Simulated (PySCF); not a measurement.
Species: C2H3F4NSi.
Atom-mapped SMILES: `[F:1][SiH2:2]/[N:3]=[CH:4]\[C:5]([F:6])([F:7])[F:8]` (hydrogens: H9, H10 on Si2; H11 on C4)

Computed by this run: PBE0-D3(BJ)/def2-SVP geometry optimisation, gas phase (PySCF 2.14.0); density fitting, grid level 1; the optimiser is geomeTRIC in internal coordinates, started from a GFN2-xTB structure with every atom displaced at random (about 0.01 Å).

Step 9: E = -22328.2255 eV
```
atom  x, y, z in Å  |  force x, y, z in eV/Å
F1      3.1104    0.3586    0.8131   -0.001   0.020  -0.039
Si2     1.8040   -0.0542   -0.0499   -0.020   0.183   0.117
N3      0.4716    0.8189    0.6944   -0.247  -0.360  -0.139
C4     -0.7760    0.6875    0.6137    0.361   0.163   0.164
C5     -1.5198   -0.2890   -0.2818    0.072  -0.035  -0.022
F6     -0.6855   -0.9192   -1.1147   -0.070   0.017   0.005
F7     -2.1497   -1.2041    0.4506    0.001  -0.028  -0.002
F8     -2.4274    0.3582   -1.0059   -0.029  -0.002  -0.062
H9      1.6660   -1.5258    0.0777   -0.016   0.003   0.007
H10     2.0043    0.4298   -1.4389   -0.026  -0.011   0.006
H11    -1.4622    1.2986    1.2301   -0.025   0.049  -0.035
```

Step 10: E = -22328.2361 eV
```
atom  x, y, z in Å  |  force x, y, z in eV/Å
F1      3.1348    0.5080    0.7172    0.010  -0.056  -0.034
Si2     1.8236   -0.0501   -0.0523   -0.008   0.229   0.089
N3      0.4704    0.7425    0.7305   -0.036  -0.305  -0.115
C4     -0.7749    0.6224    0.6589    0.140   0.128   0.126
C5     -1.5403   -0.2778   -0.2975    0.042   0.107  -0.040
F6     -0.7162   -1.0115   -1.0496   -0.086   0.042   0.010
F7     -2.3379   -1.0956    0.3801   -0.019  -0.094   0.013
F8     -2.3001    0.4653   -1.1022    0.062  -0.079  -0.005
H9      1.7944   -1.5190    0.1514   -0.031   0.000   0.003
H10     1.9317    0.3781   -1.4700   -0.042  -0.023   0.000
H11    -1.4501    1.1967    1.3220   -0.032   0.052  -0.046
```

Step 11: E = -22328.2435 eV
```
atom  x, y, z in Å  |  force x, y, z in eV/Å
F1      3.1374    0.4802    0.7414    0.004  -0.043  -0.025
Si2     1.8265   -0.0505   -0.0463    0.008   0.061   0.041
N3      0.4689    0.7243    0.7278    0.106  -0.060  -0.019
C4     -0.7753    0.6365    0.6523   -0.083   0.033  -0.027
C5     -1.5406   -0.2812   -0.2920   -0.018   0.113  -0.064
F6     -0.7151   -0.9937   -1.0598   -0.010   0.015  -0.015
F7     -2.3023   -1.1232    0.3971   -0.052  -0.065   0.062
F8     -2.3350    0.4385   -1.0853    0.068  -0.039   0.037
H9      1.7779   -1.5234    0.1230    0.018  -0.007   0.010
H10     1.9405    0.4034   -1.4553   -0.032  -0.004   0.008
H11    -1.4473    1.2484    1.2854   -0.008  -0.005  -0.007
```

Step 12: E = -22328.2444 eV
```
atom  x, y, z in Å  |  force x, y, z in eV/Å
F1      3.1502    0.5195    0.7052    0.007  -0.017  -0.008
Si2     1.8321   -0.0466   -0.0436    0.014  -0.025  -0.014
N3      0.4687    0.6919    0.7441    0.093   0.033   0.035
C4     -0.7755    0.6176    0.6673   -0.124  -0.020  -0.034
C5     -1.5450   -0.2770   -0.2960   -0.018   0.076  -0.062
F6     -0.7249   -1.0255   -1.0332    0.019  -0.005  -0.005
F7     -2.3620   -1.0845    0.3735   -0.017  -0.023   0.028
F8     -2.2816    0.4663   -1.1217    0.003  -0.018   0.054
H9      1.8216   -1.5183    0.1421    0.016  -0.006   0.006
H10     1.8987    0.3948   -1.4590   -0.007   0.002  -0.003
H11    -1.4468    1.2209    1.3096    0.014   0.005   0.001
```

**Question.** Estimate the geometry and energy of step 13. (The exact step hangs on the optimiser's Hessian estimate; all steps are aligned on step 12, rigid shifts and turns removed.)

**Answer.** E = -22328.2448 eV, largest force 0.116 eV/Å
```
atom  x, y, z in Å  |  force x, y, z in eV/Å
F1      3.1574    0.5141    0.7093    0.008   0.016   0.015
Si2     1.8366   -0.0553   -0.0306   -0.001  -0.060  -0.096
N3      0.4680    0.6887    0.7358   -0.040   0.048   0.098
C4     -0.7778    0.6272    0.6549    0.007  -0.038  -0.015
C5     -1.5499   -0.2706   -0.3027    0.018   0.035  -0.006
F6     -0.7285   -0.9752   -1.0809   -0.009  -0.044   0.022
F7     -2.3185   -1.1193    0.3780    0.018   0.037  -0.045
F8     -2.3340    0.4652   -1.0875   -0.027  -0.018   0.032
H9      1.8341   -1.5257    0.1701   -0.016   0.001   0.006
H10     1.8945    0.3719   -1.4502    0.028   0.004  -0.013
H11    -1.4464    1.2382    1.2923    0.015   0.019   0.003
```

The energy changes by -0.0004 eV. The first-order estimate −F·Δx gives -0.0035 eV and the mean of the old and new forces, exact on a quadratic surface, -0.0002 eV. The step makes an angle of 82° with the force vector and moves no atom by more than 0.069 Å.

What follows is the cost of the whole optimisation. Hardware: one thread of an Arm Neoverse V1, no GPU, shared host with 32 logical CPUs at a one-minute load of 23. Cost: 2.4 min, 0.50 GiB resident at most.
